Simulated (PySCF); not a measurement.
C2H5NO2Si, SMILES N1CO[Si@H](O)C=1. Geometry: B3LYP-D3(BJ)/def2-SVP. The structure was generated by enumeration; whether it is a known compound was not checked. One conformer was computed; it need not be the lowest.

**Question.** Give the equilibrium geometry at B3LYP-D3(BJ)/def2-SVP (PySCF confirms it by a frequency run) as Cartesian coordinates in Å. (An estimate is asked for; the answer gives what the named calculation found.)

**Answer.** Several could match; the one computed here: 
```xyz
11

O      1.8578     0.3656     1.1032
Si     0.5379     0.7204     0.1657
C     -1.1561     0.1697     0.8137
N     -1.6844    -0.7033     0.0386
C     -0.8747    -1.0039    -1.1262
O      0.3432    -0.2847    -1.1648
H      1.9569    -0.5423     1.4144
H      0.7339     2.1388    -0.1956
H     -1.7082     0.4590     1.7198
H     -0.6741    -2.0910    -1.1350
H     -1.4727    -0.7703    -2.0257
```
Charge 0, spin multiplicity 1.
